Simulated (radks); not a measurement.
Valence configurations of In+ (all share [Kr]). Method: Dirac Kohn-Sham, PBE, spin-unpolarised, spherical densities, finite nucleus; open shells fill j = l - 1/2 first; Fermi nuclear charge, rms radius 4.6156 fm; computed with a radial shooting solver on a logarithmic mesh with Libxc functionals. Energies are relative to 4d10 5s2; eigenvalues in eV.

valence,E (eV),e(4d3/2),e(4d5/2),e(5p1/2),e(5s1/2)
4d10 5s2,0.000,-26.586,-25.724,-,-14.923
4d10 5s1 5p1,6.277,-27.999,-27.132,-9.445,-15.803
4d10 5s0.5 5p1.5,9.476,-28.674,-27.805,-9.783,-16.217
4d10 5p2,12.711,-29.331,-28.460,-10.111,-
4d9.5 5s0.5 5p2,18.980,-31.467,-30.573,-10.574,-17.334
4d9 5s1 5p2,25.957,-33.642,-32.724,-11.037,-18.047
4d8 5s2 5p2,42.116,-38.089,-37.123,-11.956,-19.458

NIST lists [Kr] 4d10 5s2 as the ground configuration; this level of theory agrees among the configurations tried. The energies are those of spherical spin-averaged densities, not of single terms.
